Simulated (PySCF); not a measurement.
CH7Si2, SMILES [SiH2]C[SiH3], doublet (PBE0/def2-SVP optimised geometry):

```
10

Si    -0.572    -1.693     1.613
C     -1.054     0.128     1.507
Si    -0.398     1.049     0.000
H     -1.031    -2.326     2.891
H     -1.097    -2.467     0.443
H     -2.157     0.201     1.513
H     -0.695     0.640     2.416
H     -0.874     2.467     0.000
H     -0.871     0.392    -1.257
H      1.097     1.049     0.000
```

Method: PySCF with unrestricted PBE0/def2-TZVP.

### Question
What are the frontier orbital energies (α orbitals alone; a β orbital can be the lowest empty one) and the dipole moment?

### Answer
HOMO-2 -9.31 eV, HOMO-1 -8.90 eV, HOMO -6.04 eV, LUMO 0.18 eV, LUMO+1 0.75 eV; dipole moment 0.92 D.

On the same geometry unrestricted PBE/def2-TZVP (PySCF) gives HOMO-2 -8.00 eV, HOMO-1 -7.66 eV, HOMO -4.95 eV, LUMO -0.61 eV, LUMO+1 -0.09 eV; dipole moment 0.94 D.

Meta-Löwdin charges at PBE0/def2-TZVP: Si1 0.34, C2 -0.67, Si3 0.48, H4 -0.07, H5 -0.08, H6 0.14, H7 0.14, H8 -0.09, H9 -0.09, H10 -0.09.
